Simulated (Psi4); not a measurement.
Psi4 input (wB97X-D/6-311+G**):

```
memory 1500 MB

molecule {
-1 1
N     1.07238702   -0.44618538   -0.28071827
Si   -0.43296683    0.14426791    0.08398509
H     1.84356810    0.03667354    0.17499523
H    -0.96645901    0.12121007    1.52536090
H    -1.49683899   -0.64256067   -0.64344776
H    -0.82544356    1.58822401   -0.26767180
symmetry c1
no_reorient
no_com
}

set {
  basis 6-311+G**
  reference rks
  scf_type pk
  dft_radial_points 99
  dft_spherical_points 590
  e_convergence 1e-8
  d_convergence 1e-7
  maxiter 150
}

e = energy('wb97x-d')
print_out(f'\nFINAL {e:.10f} DIPOLE {variable("CURRENT DIPOLE")[0]:.6f} {variable("CURRENT DIPOLE")[1]:.6f} {variable("CURRENT DIPOLE")[2]:.6f}\n')
```

Q: What final total energy does it give?

A: -346.65216 Eh.
